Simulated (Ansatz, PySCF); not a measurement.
Energy difference 2 R1 → P1, each structure at its B3LYP-D3(BJ)/def2-TZVP stationary point, reached from a drawn start (curvature not checked).
R1, OH (SMILES [OH]) (charge 0, multiplicity 2, Z-matrix in Å and degrees):
```
O
H 1 0.9767
```
P1, H2O2 (SMILES OO) (charge 0, multiplicity 1):
| atom | x (Å) | y (Å) | z (Å) |
|---|---|---|---|
| O | -0.1978 | 0.1580 | -0.7252 |
| O | -0.1940 | 0.1626 | 0.7252 |
| H | 0.7039 | 0.4603 | -0.9060 |
| H | -0.3121 | -0.7810 | 0.9060 |

| level | reaction energy (eV) | minus CCSD(T)/CBS(aug-cc-pVTZ, aug-cc-pVQZ) |
|---|---|---|
| HF/aug-cc-pVDZ | 0.144 | 2.511 |
| HF/aug-cc-pVTZ | 0.098 | 2.465 |
| SVWN5/def2-TZVPPD | -3.751 | -1.384 |
| revPBE-D3(BJ)/def2-TZVPPD | -2.438 | -0.071 |
| B97M-V/def2-TZVPPD | -2.232 | 0.135 |
| PBE0-D3(BJ)/def2-TZVPPD | -2.253 | 0.114 |
| BHLYP/def2-TZVPPD | -1.619 | 0.748 |
| CAM-B3LYP-D3(BJ)/def2-TZVPPD | -2.249 | 0.119 |
| CAM-B3LYP-D4/def2-TZVPPD | -2.251 | 0.116 |
| wB97X-V/def2-TZVPPD | -2.321 | 0.046 |
| MP2/aug-cc-pVQZ | -2.663 | -0.295 |
| MP2/CBS(aug-cc-pVTZ, aug-cc-pVQZ) | -2.713 | -0.346 |
| CCSD(T)/aug-cc-pVQZ | -2.322 | 0.046 |
| CCSD(T)/CBS(aug-cc-pVTZ, aug-cc-pVQZ) | -2.367 | 0.000 |

 The comparison column counts from a level with limits of its own.

P less R. No zero-point or thermal terms; singlets are restricted closed shells; open shells are unrestricted; no spin–orbit coupling.

Frozen-core correlation throughout. CBS(a, b) extrapolates the correlation energy as X⁻³ and adds the Hartree–Fock energy of set b.

Programs: Ansatz (a first-principles code) with Gaussian orbitals; PySCF for the D3/D4 terms. No computed number here is a measurement.
